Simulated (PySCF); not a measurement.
Broadened absorption spectrum of SiH2Me(SiMe3)

Compound: SiH2Me(SiMe3), C4H14Si2.
Structure used (PBE0-D3(BJ)/def2-SVP), in Å, numbered top down from 1:
```
atom  x, y, z in Å
Si1    1.039    1.257    0.724
H2     1.082    1.280    2.225
H3     2.465    1.257    0.254
C4     0.176    2.819    0.098
H5     0.699    3.727    0.434
H6    -0.860    2.864    0.470
H7     0.143    2.830   -1.002
Si8   -0.054   -0.686   -0.021
C9    -1.856   -0.627    0.542
C10    0.009   -0.745   -1.908
C11    0.785   -2.218    0.693
H12   -2.401   -1.526    0.211
H13   -2.373    0.253    0.126
H14   -1.927   -0.573    1.639
H15   -0.502    0.125   -2.350
H16    1.048   -0.749   -2.273
H17   -0.487   -1.654   -2.285
H18    1.840   -2.275    0.383
H19    0.757   -2.210    1.794
H20    0.279   -3.134    0.347
```

Computed, not measured: TDDFT wB97X-D/def2-SVPD, vertical, gas phase, core orbitals frozen in the response in PySCF 2.14.0, density-fitted response routines.

Computed states:

```
state  E (eV)      f
   S1    6.82  0.052
   S2    7.22  0.064
   S3    7.38  0.012
   S4    8.12  0.298
   S5    8.21  0.035
   S6    8.25  0.094
   S7    8.28  0.107
   S8    8.42  0.024
   S9    8.43  0.093
  S10    8.57  0.103
```

Each state is given a Gaussian of 0.25 eV full width at half maximum, with ε(max) = 2.175×10⁸ f / Δν̃ (Δν̃ the width in cm⁻¹). The width is an assumption, not a result. The curve ends short of the highest state used, and states not computed would add to its high-energy end.

Question: Give the broadened spectrum and its maxima.

Answer: 
(E (eV), ε (L mol⁻¹ cm⁻¹)): (6.44, 10), (6.49, 46), (6.53, 138), (6.57, 358), (6.62, 967), (6.66, 1822), (6.70, 2981), (6.75, 4518), (6.79, 5372), (6.83, 5548), (6.88, 4760), (6.92, 3671), (6.97, 2478), (7.01, 2130), (7.05, 2524), (7.10, 3949), (7.14, 5434), (7.18, 6691), (7.23, 7281), (7.27, 6799), (7.31, 5695), (7.36, 4015), (7.40, 2798), (7.44, 1834), (7.49, 989), (7.53, 552), (7.57, 280), (7.62, 103), (7.66, 42), (7.70, 27), (7.75, 82), (7.79, 272), (7.83, 816), (7.88, 2649), (7.92, 5821), (7.97, 12885)

Maxima: 182 nm (6.82 eV), ε about 5600, made up of S1 (100%); 172 nm (7.23 eV), ε about 7300, made up of S2 (94%) (ε in L mol⁻¹ cm⁻¹; maxima over ε = 5, shares over 10%). At its high-energy end, 7.97 eV, the curve is still rising (ε about 13000, from S4).

Question: Coming from long wavelengths, where does ε first pass 100 L mol⁻¹ cm⁻¹?

Answer: At about 190 nm (6.52 eV), 0.30 eV below S1.

Question: Does any computed singlet lie in the visible range?

Answer: No computed singlet lies in the visible range (380 to 750 nm); the lowest, at 182 nm, stands 3.56 eV above its violet end (3.26 eV).

Question: What would ε be at 7.23 eV, the highest of these maxima, with half the width (0.125 eV)?

Answer: About 13300 L mol⁻¹ cm⁻¹ against 7280, a factor of about 1.8; a lone state at its own centre would give exactly 2.

All these states lie below the vertical ionisation energy of 9.11 eV (ΔSCF).

The run took 1.7 min (with the writing of density and orbital grids) on one thread, Arm Neoverse V1 (aarch64), shared host with 32 logical CPUs at a one-minute load of 12, and the process peaked at 1.3 GiB of memory.
